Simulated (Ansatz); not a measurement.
`[SiH3]OB(S)Cl` and `COB(S)O[SiH3]` differ in one atom or group.

Ansatz, PBE0-D4/def2-TZVP geometries, multiplicity 1. Each molecule was computed in one conformer, which needn't be the lowest.

```
                                        property  `[SiH3]OB(S)Cl`
size of the dipole moment (B3LYP/def2-TZVPP) / D             1.17
         HOMO–LUMO gap (ωB97M-V/def2-TZVPP) / eV            11.61
             HOMO energy (B3LYP/def2-TZVPP) / eV            -7.74
             LUMO energy (B3LYP/def2-TZVPP) / eV            -0.52
           HOMO energy (ωB97M-V/def2-TZVPP) / eV           -10.19
            HOMO–LUMO gap (PBE0/def2-TZVPP) / eV             7.70
```

(1) What does the change do to each property? (Estimate.)

Results:

(1) Ansatz gave: 
```tsv
property	`COB(S)O[SiH3]`	shift
size of the dipole moment (B3LYP/def2-TZVPP) / D	1.61	0.44
HOMO–LUMO gap (ωB97M-V/def2-TZVPP) / eV	11.26	-0.35
HOMO energy (B3LYP/def2-TZVPP) / eV	-7.17	0.57
LUMO energy (B3LYP/def2-TZVPP) / eV	-0.25	0.27
HOMO energy (ωB97M-V/def2-TZVPP) / eV	-9.64	0.55
HOMO–LUMO gap (PBE0/def2-TZVPP) / eV	7.40	-0.30
```

With PBE0 the HOMO rises by 0.57 eV and the LUMO rises by 0.27 eV, so the gap narrows by about 0.30 eV. PBE moves the HOMO by 0.59 eV and ωB97M-V by 0.55 eV. Dipoles are sizes alone; their direction can turn.

B3LYP here is the variant with VWN-RPA as its local correlation; programs differ in this.
